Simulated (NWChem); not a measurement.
System: silicon dioxide molecule (SiO2); SMILES O=[Si]=O

NWChem input:

```
start job
memory heap 200 mb stack 900 mb global 1100 mb
geometry units angstroms noautosym nocenter noautoz
  O      0.000000     0.000000    -1.505992
  Si     0.000000     0.000000     0.000000
  O      0.000000     0.000000     1.505992
end
basis spherical
  * library def2-svp
end
dft
  xc m06-2x
  iterations 150
end
cosmo
  do_cosmo_smd true
  solvent water
end
task dft energy
```

Geometry: optimised at PBE0-D3(BJ)/def2-TZVP. Solvent: water.

Level: M06-2X/def2-SVP with SMD (1 M gas to 1 M solution), gas-phase geometry. Reactions with the solvent are ignored.

Q: Give the results of this calculation. (M06-2X/def2-SVP, SMD on the gas-phase geometry.) Quantities: solvation free energy (kcal/mol); cavity-dispersion-structure term (kcal/mol).

A: 
```
Item                                         Result
-------------------------------------------  ------
solvation free energy (kcal/mol)               -9.3
cavity-dispersion-structure term (kcal/mol)     0.0
```
